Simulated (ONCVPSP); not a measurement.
iron (Fe): variants of one ONCV potential

Base potential:

| Item | Value |
| --- | --- |
| Element | Fe |
| Generator | ONCVPSP 4.0.1 |
| Type | optimised norm-conserving Vanderbilt (ONCV) |
| Functional | PBEsol |
| Relativity | scalar-relativistic |
| Frozen core | [Ne] |
| Valence charge | 16 |
| Reference configuration | 3s2 3p6 3d7 4s1 |
| Partial waves | 3s+4s: rc 1.45 bohr, ncon 5, nbas 9, qcut 6.7 1/bohr, 2 projectors; 3p: rc 1.05 bohr, ncon 5, nbas 9, qcut 15 1/bohr, 1 projector; 3d: rc 1.20 bohr, ncon 4, nbas 9, qcut 12.4 1/bohr, 1 projector |
| Local potential | polynomial inside 0.85 bohr (lpopt 5, dvloc0 -1 Ha) |
| Core correction | Teter function, fcfact 4, rcfact 1.35 |

Cutoffs, loose and tight: the cutoffs (Ha) at which the residual kinetic energy of the hardest occupied pseudo-wave falls to 1 and 0.1 mHa per electron. They do not see the model core or the augmentation charge, which bear on the density cutoff. Test errors are all-electron minus pseudo excitation energies from the reference, over the configurations 3s2 3p6 3d6 4s2; 3s2 3p6 3d6 4s1; 3s2 3p6 3d6 4s0; 3s2 3p6 3d5 4s2 4p1. A dash means not determined; rows that change the core or the reference have their own tests.

```tsv
change	outcome	cutoff, loose	cutoff, tight	bound ghosts	GHOST(+) flags above zero	largest test error (meV)
base	generated	68 Ha	85 Ha	none	none	+41
functional LDA (Perdew-Zunger)	generated	67 Ha	84 Ha	none	none	+45
all radii but the core radius scaled by about 1.08 (s 1.56, p 1.14, d 1.30 bohr); local potential polynomial inside 0.92 bohr (lpopt 5, dvloc0 -1 Ha)	generated	62 Ha	79 Ha	none	none	+46
d: rc 1.08	generated	68 Ha	85 Ha	none	none	+38
local potential polynomial inside 0.85 bohr (lpopt 5, dvloc0 8 Ha)	generated	68 Ha	85 Ha	none	none	+31
```

Question: What comes out with this change to the base: reference 3s2 3p6 3d6; wave 3s+4s: rc 1.45 bohr, ncon 5, nbas 9, qcut 6.7 1/bohr, 2 projectors becomes 3s: rc 1.45 bohr, ncon 5, nbas 9, qcut 6.7 1/bohr, 2 projectors, debl 4 Ha?

Answer: outcome: generated, projector energies reset by the program; cutoff, loose: 68 Ha; cutoff, tight: 85 Ha; bound ghosts: none; GHOST(+) flags above zero: none; largest test error (meV): +18.
